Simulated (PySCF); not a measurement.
Gas-phase reaction: 2 SnCl3 + SnH2 + 2 H2 ⇌ 3 SnH2Cl2

Computed with PySCF (xtb for GFN2) and rigid-rotor harmonic-oscillator thermochemistry at 1 bar. † marks an energy on the PBE0/def2-TZVP geometry and frequencies; other levels use their own. MP2 and CCSD(T) freeze the core. Open shells (unrestricted): SnCl3 (multiplicity 2); the rest are closed-shell singlets. GFN2 has no spin-polarisation term. Sn: scalar-relativistic def2 core potential, no spin-orbit coupling. SnCl3, SnH2, SnH2Cl2: computed as isolated molecules; such fragments, hydroxides, amides, oligomers or adducts are transient or little studied in the gas. MP2 isn't extrapolated to the basis-set limit; its ΔH°(298 K) is -266.5 kJ in def2-SVP and -262.1 kJ in def2-TZVPP. CCSD(T) isn't extrapolated to the basis-set limit. The harmonic model lacks anharmonicity and excited electronic states, which grow with temperature; levels with a mode under 35 cm⁻¹ are left out. Soft modes under 120 cm⁻¹ make the harmonic entropy rough for SnCl3, SnH2Cl2.

```csv
level,"ΔE electronic, kJ","ΔH°(298 K), kJ","ΔS°(298 K), J/K","ΔG°(600 K), kJ"
BLYP/def2-TZVP†,-152,-138,-249,14
CCSD(T)/def2-SVP†,-269,-254,-249,-103
GFN2-xTB,61,65,-257,221
M06-2X/def2-TZVP†,-229,-214,-249,-62
MP2/def2-SVP†,-281,-266,-249,-115
PBE/def2-TZVP†,-206,-192,-249,-40
PBE0/def2-QZVP†,-254,-239,-249,-87
LDA/def2-TZVP†,-291,-277,-249,-125
ωB97M-V/def2-TZVP†,-266,-251,-249,-99
ωB97X-V/def2-TZVP†,-293,-278,-249,-127
```
ΔH° is lowest at ωB97X-V/def2-TZVP† and highest at GFN2-xTB. No reference value is set beside these.
